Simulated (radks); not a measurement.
Removal energies from the cerium ion Ce13+, [Kr] 4d9, by Delta-SCF beside the eigenvalue of the level emptied. All-electron calculation, scalar-relativistic Kohn-Sham, PBE, spin-polarised, spherical densities, finite nucleus; Fermi nuclear charge, rms radius of each element as measured or else 0.836 A^(1/3) + 0.57 fm. Program: a radial shooting solver on a logarithmic mesh with Libxc functionals. Open shells are filled with parallel spins first.

removed from,final configuration,Delta-SCF (eV),-eigenvalue (eV)
4d,[Kr] 4d8,343.20,328.34
4p,[Ar] 3d10 4s2 4p5 4d9,447.22,431.66
4s,[Ar] 3d10 4s1 4p6 4d9,519.16,503.01
3d,[Ar] 3d9 4s2 4p6 4d9,1137.6,1104.1
